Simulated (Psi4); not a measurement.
Sb$_{2}$, charge -1, doublet, at a GFN2-xTB geometry (a state made from the parent by changing its charge; the spin is typed, not shown lowest) (core potentials on Sb) (a gas-phase anion, which may not be bound at this level); CAM-B3LYP/def2-TZVP run with Psi4 1.11.

Input for Psi4:
```
memory 2 GB

molecule {
-1 2
Sb   -0.00000000   -0.00000000   -1.26045579
Sb    0.00000000    0.00000000    1.26045579
}

set {
  basis def2-tzvp
  reference uks
}

energy('cam-b3lyp')
print_variables()
```

Problem. What does Psi4 print? Leave out banner, timings and long lists.

Solution. 
```
   => Loading Basis Set <=

    Name: DEF2-TZVP
    Role: ORBITAL
    Keyword: BASIS

    !!!  WARNING: ECP capability is in beta. Please check occupations closely.  !!!

         ---------------------------------------------------------
                                   SCF
               by Justin Turney, Rob Parrish, Andy Simmonett
                          and Daniel G. A. Smith
                              UKS Reference
         ---------------------------------------------------------

  ==> Geometry <==

    Molecular point group: d2h
    Full point group: D_inf_h

    Geometry (in Angstrom), charge = -1, multiplicity = 2:

       Center              X                  Y                   Z               Mass
    ------------   -----------------  -----------------  -----------------  -----------------
         SB           0.000000000000     0.000000000000    -1.260455790000   120.903812000000
         SB           0.000000000000     0.000000000000     1.260455790000   120.903812000000

  Running in d2h symmetry.

  Rotational constants: A = ************  B =      0.04388  C =      0.04388 [cm^-1]
  Rotational constants: A = ************  B =   1315.50340  C =   1315.50340 [MHz]
  Nuclear repulsion =  111.045046825652648

  Charge       = -1
  Multiplicity = 2
  Electrons    = 47
  Nalpha       = 24
  Nbeta        = 23

  ==> Algorithm <==

  SCF Algorithm Type is DF.
  DIIS enabled.
  MOM disabled.
  Fractional occupation disabled.
  Guess Type is SAD.
  Energy threshold   = 1.00e-06
  Density threshold  = 1.00e-06
  Integral threshold = 1.00e-12

  ==> Primary Basis <==

  Basis Set: DEF2-TZVP
    Blend: DEF2-TZVP
    Number of shells: 32
    Number of basis functions: 100
    Number of Cartesian functions: 118
    Spherical Harmonics?: true
    Max angular momentum: 3

  Core potential: DEF2-TZVP
    Number of shells: 8
    Number of ECP primitives: 36
    Number of ECP core electrons: 56
    Max angular momentum: 3

  ==> DFT Potential <==

   => LibXC <=

    Version 7.1.2
    S. Lehtola, C. Steigemann, M. J. T. Oliveira, and M. A. L. Marques,  SoftwareX 7, 1–5 (2018) (10.1016/j.softx.2017.11.002)

   => Composite Functional: CAM-B3LYP <=

    CAM-B3LYP Hyb-GGA Exchange-Correlation Functional

    T. Yanai, D. P. Tew, and N. C. Handy,  Chem. Phys. Lett. 393, 51 (2004) (10.1016/j.cplett.2004.06.011)

    Deriv               =              1
    GGA                 =           TRUE
    Meta                =          FALSE

    Exchange Hybrid     =           TRUE
    MP2 Hybrid          =          FALSE

   => Exchange Functionals <=

    0.3500         Becke 88 [omega = 0.3300]
    0.4600   Short-range recipe for B88 functional - erf [omega = 0.3300]

   => Exact (HF) Exchange <=

    0.4600            HF,LR [omega = 0.3300]
    0.1900               HF

   => Correlation Functionals <=

    0.1900   Vosko, Wilk & Nusair (VWN5)
    0.8100   Lee, Yang & Parr

   => LibXC Density Thresholds  <==

    XC_HYB_GGA_XC_CAM_B3LYP:  1.00E-14

   => Molecular Quadrature <=

    Radial Scheme          =       TREUTLER
    Pruning Scheme         =           NONE
    Nuclear Scheme         =       TREUTLER

    Blocking Scheme        =         OCTREE
    BS radius alpha        =              1
    Pruning alpha          =              1
    Radial Points          =             75
    Spherical Points       =            302
    Total Points           =          41326
    Total Blocks           =            400
    Max Points             =            255
    Max Functions          =             95
    Weights Tolerance      =       1.00E-15

   => Loading Basis Set <=

    Name: (DEF2-TZVP AUX)
    Role: JKFIT
    Keyword: DF_BASIS_SCF

  ==> Integral Setup <==

  SCF_SUBTYPE=INCORE selected. In-core MEM_DF algorithm will be used.
  Using in-core AOs.

  ==> MemDFJK: Density-Fitted J/K Matrices <==

    J tasked:                   Yes
    K tasked:                   Yes
    wK tasked:                  Yes
    Omega:                3.300E-01
    Algorithm:                 Core
    Schwarz Cutoff:           1E-12
    Mask sparsity (%):       0.7800
    Fitting Condition:        1E-10

   => Auxiliary Basis Set <=

  Basis Set: (DEF2-TZVP AUX)
    Blend: DEF2-UNIVERSAL-JKFIT
    Number of shells: 92
    Number of basis functions: 436
    Number of Cartesian functions: 618
    Spherical Harmonics?: true
    Max angular momentum: 5

  Minimum eigenvalue in the overlap matrix is 2.0482135299E-03.
  Reciprocal condition number of the overlap matrix is 5.1735728346E-04.
    Using symmetric orthogonalization.

  ==> Pre-Iterations <==

  SCF Guess: Superposition of Atomic Densities via on-the-fly atomic UHF (no occupation information).

   -------------------------
    Irrep   Nso     Nmo
   -------------------------
     Ag        21      21
     B1g        5       5
     B2g       12      12
     B3g       12      12
     Au         5       5
     B1u       21      21
     B2u       12      12
     B3u       12      12
   -------------------------
    Total     100     100
   -------------------------

  ==> Iterations <==

                           Total Energy        Delta E     RMS |[F,P]|

   @DF-UKS iter SAD:  -477.24477853828535   -4.77245e+02   0.00000e+00
   @DF-UKS iter   1:  -479.80494828147459   -2.56017e+00   3.10229e-02 ADIIS/DIIS
   @DF-UKS iter   2:  -479.84998083803913   -4.50326e-02   3.59338e-02 ADIIS/DIIS
   @DF-UKS iter   3:  -480.54334204848368   -6.93361e-01   1.78215e-03 ADIIS/DIIS
   @DF-UKS iter   4:  -480.54472770942544   -1.38566e-03   1.10416e-03 ADIIS/DIIS
   @DF-UKS iter   5:  -480.54525654804274   -5.28839e-04   7.83502e-05 DIIS
   @DF-UKS iter   6:  -480.54527381988032   -1.72718e-05   1.90478e-05 DIIS
   @DF-UKS iter   7:  -480.54527536403975   -1.54416e-06   3.91304e-06 DIIS
   @DF-UKS iter   8:  -480.54527542924251   -6.52028e-08   8.18028e-07 DIIS
  Energy and wave function converged.

  ==> Post-Iterations <==

   Electrons on quadrature grid:
      Nalpha   =   23.9999942764 ; deviation = -5.724e-06
      Nbeta    =   22.9999943802 ; deviation = -5.620e-06
      Ntotal   =   46.9999886566 ; deviation = -1.134e-05

   @Spin Contamination Metric:   6.968366166E-03
   @S^2 Expected:                7.500000000E-01
   @S^2 Observed:                7.569683662E-01
   @S   Expected:                5.000000000E-01
   @S   Observed:                5.000000000E-01

    Orbital Energies [Eh]
    ---------------------

    Alpha Occupied:

[...]
    Alpha Virtual:

[...]
      21B1u  112.454641

    Beta Occupied:

[...]
    Beta Virtual:

[...]
    Final Occupation by Irrep:
             Ag   B1g   B2g   B3g    Au   B1u   B2u   B3u
    DOCC [     6,    1,    2,    2,    1,    5,    3,    3 ]
    SOCC [     0,    0,    0,    1,    0,    0,    0,    0 ]
    NA   [     6,    1,    2,    3,    1,    5,    3,    3 ]
    NB   [     6,    1,    2,    2,    1,    5,    3,    3 ]

  @DF-UKS Final Energy:  -480.54527542924251

   => Energetics <=

    Nuclear Repulsion Energy =            111.0450468256526477
    One-Electron Energy =               -1071.1854048582108589
    Two-Electron Energy =                 507.8169751132817282
    DFT Exchange-Correlation Energy =     -28.2218925099660538
    Empirical Dispersion Energy =           0.0000000000000000
    VV10 Nonlocal Energy =                  0.0000000000000000
    Total Energy =                       -480.5452754292425084

  UHF NO Occupations:
  HONO-2 :    5B1u 1.9995003
  HONO-1 :    3B2u 1.9974954
  HONO-0 :    3B3g 1.0000000
  LUNO+0 :    4B2u 0.0025046
  LUNO+1 :    6B1u 0.0004997
  LUNO+2 :    7 Ag 0.0003988
  LUNO+3 :    4B3u 0.0000541

Computation Completed

Properties will be evaluated at   0.000000,   0.000000,   0.000000 [a0]

Properties computed using the SCF density matrix

 Multipole Moments:

 ------------------------------------------------------------------------------------
     Multipole            Electronic (a.u.)      Nuclear  (a.u.)        Total (a.u.)
 ------------------------------------------------------------------------------------

 L = 1.  Multiply by 2.5417464519 to convert [e a0] to [Debye]
 Dipole X            :          0.0000000            0.0000000            0.0000000
 Dipole Y            :          0.0000000            0.0000000            0.0000000
 Dipole Z            :          0.0000000            0.0000000            0.0000000
 Magnitude           :                                                    0.0000000

 ------------------------------------------------------------------------------------

  Variable Map:
  ----------------------------------------------------------------------------
[...]
  Array Variable Map:
  ----------------------------------------------------------------------------
[...]
[...]
```
